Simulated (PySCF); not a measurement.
## How methods differ on the excitation energy of Mn+

Mn+ [Ar] 3d5 4s1 (7S) → Mn+ [Ar] 3d4 4s2 (5D), as a difference of total energies. Calculation: PySCF 2.14, in aug-cc-pVQZ; no relativity, point nucleus. Correlated levels: valence: [Ar] frozen. The calculations carry no spin-orbit coupling.

```
           method  excitation energy (eV)
              UHF                   7.417
              LDA                   7.767
              PBE                   7.702
             PBE0                   7.666
           r2SCAN                   8.091
            TPSSh                   7.666
           M06-2X                   6.310
          r2SCANh                   8.010
    MP2 (valence)                   7.250
SCS-MP2 (valence)                   6.358
```

**Question.** How much does correlation contribute at MP2 (valence)?

**Answer.** 7.250 − (7.417) = -0.167 eV, measured against UHF.

A first-order spin-orbit estimate (lowest level to lowest level, LS coupling) adds -0.076 eV.
